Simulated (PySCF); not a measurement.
# Running PySCF for RbGe

The script input.py:

```python
from pyscf import gto, scf, mp

mol = gto.M(
    atom='Rb 0 0 0; Ge 0 0 3.703',
    basis='def2-svp',
    ecp={'Rb': 'def2-svp'},
    charge=0,
    spin=3,
    symmetry=True,
    verbose=3,
)
mf = scf.UHF(mol)
mf.kernel()
mp.MP2(mf, frozen=9).kernel()
mf.dip_moment()
print('orbital energies (hartree):', [e[max(0, n-3):n+3].round(4) for e, n in zip(mf.mo_energy, mol.nelec)])
```

```bash
$ OMP_NUM_THREADS=1 python input.py
```

Output:

```
converged SCF energy = -2098.89536199994  <S^2> = 3.7530598  2S+1 = 4.0015296
E(UMP2) = -2099.12876188854  E_corr = -0.233399888600111
E(SCS-UMP2) = -2099.10788820471  E_corr = -0.212526204772069
Dipole moment(X, Y, Z, Debye):  0.00000,  0.00000, -13.21600
orbital energies (hartree): [array([-0.2052, -0.197 , -0.197 , -0.0197,  0.0173,  0.0173]), array([-0.8453, -0.8402, -0.3597, -0.0196,  0.0183,  0.0183])]
```

In short: E(SCF) = -2098.895362 Eh, E(MP2) − E(SCF) = -0.23340 Eh, ⟨S²⟩ = 3.753, μz(SCF) = -13.22 D.

It ran on Arm Neoverse V1 (1 thread, shared host) in 1.4 s, peak memory 0.13 GiB.

The bond length is a typed value, not an optimised one. No search for the lowest solution was made.
